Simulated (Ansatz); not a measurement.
Program: Ansatz. Geometries: PBE0-D4/def2-TZVP. ΔE: electronic, gas phase. CCSD(T)/CBS adds triple-zeta CCSD(T) − MP2 to the extrapolated MP2 energy (def2 sets, frozen cores). This one scheme is used for every species. Functionals use def2-TZVPP. B3LYP here is the variant with VWN-RPA as its local correlation; programs differ in this. One conformer a species, not always the lowest.

Consider the ligand exchange at the Si–O bond: `[NH2][AlH][O][SiH2][SiH3]` + `BNC=C` → `BN(C=C)[SiH2][SiH3]` + `[NH2][AlH][OH]`.

```tsv
level	ΔE (kJ/mol)	difference from CCSD(T)/CBS
PBE-D4	73.8	-0.6
r2SCAN-D4	81.8	7.4
PBE0-D4	76.4	2.0
B3LYP-D4	82.4	8.0
B2PLYP	84.8	10.4
PBE0	81.5	7.1
B3LYP	92.0	17.6
HF/def2-TZVPP	103.7	29.3
MP2/def2-TZVPP	70.8	-3.6
CCSD/def2-TZVPP	79.5	5.1
CCSD(T)/def2-TZVPP	75.0	0.6
HF/def2-QZVPP	104.5	30.1
MP2/def2-QZVPP	70.7	-3.7
HF/CBS(def2)	104.7	30.3
MP2/CBS(def2)	70.1	-4.3
CCSD/CBS(def2)	78.8	4.4
CCSD(T)/CBS	74.4	0
```

Largest T1 diagnostic among the species: 0.014.

The D4 term adds −9.6 kJ/mol with B3LYP and −5.1 kJ/mol with PBE0; it sums over pairs of atoms, weighted by their polarisabilities, and B3LYP, whose exchange is more repulsive, gets the larger term. In def2-TZVPP, CCSD(T) changes the Hartree–Fock value by −28.7 kJ/mol (the triples alone add −4.4 kJ/mol) and MP2 by −32.9 kJ/mol.
